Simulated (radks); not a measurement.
Question: Tl, configuration [Hg] 6p1. Method: Dirac Kohn-Sham, PBE, spin-unpolarised, spherical densities, finite nucleus; open shells are shared between the two j in proportion to 2j + 1; Fermi nuclear charge, rms radius 5.4759 fm; computed with a radial shooting solver on a logarithmic mesh with Libxc functionals. Some entries of the table are withheld. Estimate them.

orbital,occ.,eigenvalue (hartree),r(max) (bohr)
1s1/2,2,-3139.592,0.01003
2s1/2,2,-558.5654,0.05837
2p1/2,2,-536.3695,(1)
2p3/2,4,-460.4670,(2)
3s1/2,2,-133.3096,0.1642
3p1/2,2,-123.2539,0.1530
3p3/2,4,-106.3799,0.1684
3d3/2,4,-89.71455,0.1309
3d5/2,6,-86.11055,0.1351
4s1/2,2,(3),0.3695
4p1/2,2,-25.40771,0.3672
4p3/2,4,-21.30549,0.3985
4d3/2,4,-14.20328,0.3903
4d5/2,6,-13.43783,0.3998
5s1/2,2,-4.79603,0.8091
4f5/2,6,-4.27091,0.3558
4f7/2,8,-4.10190,0.3603
5p1/2,2,-3.33846,0.8504
5p3/2,4,-2.59581,0.9285
5d3/2,4,(4),1.096
5d5/2,6,(5),1.131
6s1/2,2,-0.34957,(6)
6p1/2,0.333333,-0.11571,2.615
6p3/2,0.666667,-0.07762,3.049

Answer: 
(1) 2p1/2 r(max) (bohr): 0.04279
(2) 2p3/2 r(max) (bohr): 0.05039
(3) 4s1/2 eigenvalue (hartree): -29.74906
(4) 5d3/2 eigenvalue (hartree): -0.61670
(5) 5d5/2 eigenvalue (hartree): -0.53600
(6) 6s1/2 r(max) (bohr): 2.075
